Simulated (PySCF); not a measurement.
B(Me)(OH)(PH2) (CH₆BOP), SMILES CB(O)P. Geometry optimised at r2SCAN-D4/def2-SVP. One conformer was computed; it need not be the lowest.

Computed equilibrium geometry at r2SCAN-D4/def2-SVP (PySCF confirms it by a frequency run) as bond lengths and angles (one conformer of several):
Atoms: B1 C2 H3 H4 H5 O6 H7 P8 H9 H10. Bonded distances (Å): B1–C2 1.576, B1–O6 1.361, B1–P8 1.936, C2–H3 1.104, C2–H4 1.102, C2–H5 1.105, O6–H7 0.967, P8–H9 1.425, P8–H10 1.426. Bond angles (°): C2–B1–O6 122.8, C2–B1–P8 121.3, O6–B1–P8 115.8, B1–C2–H3 113.7, B1–C2–H4 112.3, B1–C2–H5 109.1, H3–C2–H4 108.2, H3–C2–H5 107.3, H4–C2–H5 105.9, B1–O6–H7 112.6, B1–P8–H9 98.0, B1–P8–H10 97.1, H9–P8–H10 96.0.
